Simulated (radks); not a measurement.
Problem. Numerical settings for the oxygen ion O+, [He] 2s2 2p3. Calculated with a radial shooting solver on a logarithmic mesh with Libxc functionals: non-relativistic Kohn-Sham, r2SCAN, spin-polarised, spherical densities, point nucleus; open shells are filled with parallel spins first; meta-GGA in the generalised Kohn-Sham scheme. The defaults (mesh step 0.008 in ln r, mesh end at 40 bohr or more with all orbitals vanishing there, Anderson mixing 0.5 over 9 steps, residual threshold near 1e-9 with the energy settled to 1e-9 hartree or 1e-11 of itself, here a cap of 71 iterations) give E = -74.559 hartree and 2p at -27.300 eV in 10 iterations. Run on one thread of a shared host, so times are rough (Intel(R) Xeon(R) Platinum 8488C): 0.11 s of CPU time, 0.11 s wall, 10 iterations on 2476 mesh points. One setting is changed at a time: mesh step in ln r 0.005; mesh step in ln r 0.03; mesh step in ln r 0.003; mesh end (bohr) 1; mesh end (bohr) 5; residual threshold 1e-13; residual threshold 1e-16; mixing 2.5; linear mixing, mixing 0.8; linear mixing, mixing 0.2; mixing history 3; iteration cap 5. Which runs fail to converge, and which converge to a wrong energy?

Solution. Not converged within the cap: residual threshold 1e-13; residual threshold 1e-16; iteration cap 5. Settled on a wrong energy, with an occupied level pushed above zero by the early mesh end: mesh end (bohr) 1 (+20.8 hartree). Apart from these: no run marked as converged misses the energy by more than 1 mhartree.
